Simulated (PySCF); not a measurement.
Si(OMe)2 (C2H6O2Si), SMILES CO[Si]OC (connectivity only; charge and spin as stated), neutral, multiplicity 1. Atoms are numbered in the order given.

```xyz
11

Si    -1.0186    -0.0418     0.0000
O      0.4094    -0.9360     0.0000
C      0.5116    -2.3411     0.0000
H      1.0652    -2.6793    -0.8922
H      1.0652    -2.6793     0.8922
H     -0.4769    -2.8391     0.0000
O     -0.3964     1.4979     0.0000
C      0.9310     1.9885     0.0000
H      1.0894     2.6169    -0.8922
H      1.0894     2.6169     0.8922
H      1.6675     1.1697     0.0000
```
Charge 0, spin multiplicity 1.

Geometry optimised at B3LYP-D3(BJ)/def2-SVP. Other conformers were not sampled.

These are ωB97X/def2-TZVP run with PySCF values and carry that method's errors.

The total energy is -519.83867 hartree and the point group is Cs. The highest occupied level comes out as -9.34 eV and the lowest empty level is 0.98 eV. The orbital gap comes out as 10.32 eV and the dipole moment is 1.71 D. The quadrupole, principal values (traceless, Buckingham form, about the centre of nuclear charge) is -5.50, 0.58, 4.92 D·Å, the mean static polarisability is 60.8 bohr³ (9.01 Å³) and the polarisability, principal values is 51.7, 58.6, 72.2 bohr³.
